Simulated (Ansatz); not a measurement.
GeH₄OTe, SMILES `[OH][GeH2][TeH]`, relaxed with RKS PBE0-D4/def2-TZVP in Ansatz 0.2.0 from a PBE-D4/def2-SVP geometry. The force threshold is 0.005 eV/Å; the program also tests the step.

The species carries charge 0 and has multiplicity 1. Te takes the def2 core potential.

Start:

```xyz
7

O    -1.436    0.085    1.087
Ge   -0.053   -0.626    0.176
Te    1.898    1.050   -0.150
H    -1.670    0.963    0.729
H     0.419   -1.780    1.088
H    -0.503   -1.105   -1.234
H     1.345    1.412   -1.697
```

(1) By how much does the energy fall, and how many steps does the optimiser take? (Best estimate.)

(2) Which bonds change most? (An estimate is asked.)

(3) Give the relaxed structure. (Best estimate.)

Answers

(1) Ansatz gave: 2.88 kJ/mol, in 9 steps, 1 of them rejected.

(2) The calculation gave: Ge2–Te3 from 2.592 to 2.559 Å; Te3–H7 from 1.682 to 1.657 Å; O1–Ge2 from 1.802 to 1.779 Å; Ge2–H6 from 1.556 to 1.539 Å.

(3) The calculation gave: 
```xyz
7

O    -1.421    0.084    1.057
Ge   -0.052   -0.626    0.171
Te    1.836    1.075   -0.133
H    -1.632    0.970    0.751
H     0.417   -1.774    1.069
H    -0.498   -1.097   -1.224
H     1.350    1.368   -1.690
```
